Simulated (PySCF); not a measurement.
**Electron correlation in Si²⁺ (silicon, charge +2)**

[Ne] 3s2, closed-shell 1S. Computed with PySCF 2.14 in def2-SVP (4s3p1d, 18 functions), with the non-relativistic Hamiltonian (point nucleus). Frozen: [Ne]; 2 electrons correlated.

Total MP2 correlation energy: -29.34 mhartree.

Same-spin part 0.00 and opposite-spin part -29.34 mhartree; SCS-MP2 scales them by 1/3 and 6/5 to -35.20 mhartree.

With two correlated electrons CCSD is exact within the correlated space (frozen core and kept virtual orbitals).

```csv
level,correlation energy (mhartree)
CCSD,-43.61
```

Diagnostics: T1 = 0.0060, D1 = 0.0084, largest double amplitude 0.117.

Cost of the coupled-cluster step: 0.03 s of wall time on 1 thread of Intel(R) Xeon(R) Platinum 8375C CPU @ 2.90GHz (shared host), for 2 correlated electrons.

Iterations:

```
CC2 = 0
CCSD nocc = 1, nmo = 13
frozen orbitals [0, 1, 2, 3, 4]
max_cycle = 100
direct = 0
conv_tol = 1e-08
conv_tol_normt = 1e-06
diis_space = 8
diis_start_cycle = 0
Init t2, MP2 energy = -287.920772082091  E_corr(MP2) -0.0293365662303437
Init E_corr(CCSD) = -0.0293365662303437
cycle = 1  E_corr(CCSD) = -0.0380821045100279  dE = -0.00874553828  norm(t1,t2) = 0.0484623
cycle = 2  E_corr(CCSD) = -0.0412010302876186  dE = -0.00311892578  norm(t1,t2) = 0.0210953
cycle = 3  E_corr(CCSD) = -0.0436133274877474  dE = -0.0024122972  norm(t1,t2) = 0.00982606
cycle = 4  E_corr(CCSD) = -0.0436044240636877  dE = 8.90342406e-06  norm(t1,t2) = 0.000393818
cycle = 5  E_corr(CCSD) = -0.0436094837315272  dE = -5.05966784e-06  norm(t1,t2) = 3.10172e-05
cycle = 6  E_corr(CCSD) = -0.0436072789069047  dE = 2.20482462e-06  norm(t1,t2) = 6.28124e-06
cycle = 7  E_corr(CCSD) = -0.043607738147896  dE = -4.59240991e-07  norm(t1,t2) = 1.91636e-06
cycle = 8  E_corr(CCSD) = -0.0436077555020601  dE = -1.73541642e-08  norm(t1,t2) = 1.77555e-07
cycle = 9  E_corr(CCSD) = -0.0436077626855412  dE = -7.18348106e-09  norm(t1,t2) = 1.10513e-07
CCSD converged
E(CCSD) = -287.9350432785466  E_corr = -0.0436077626855412
```
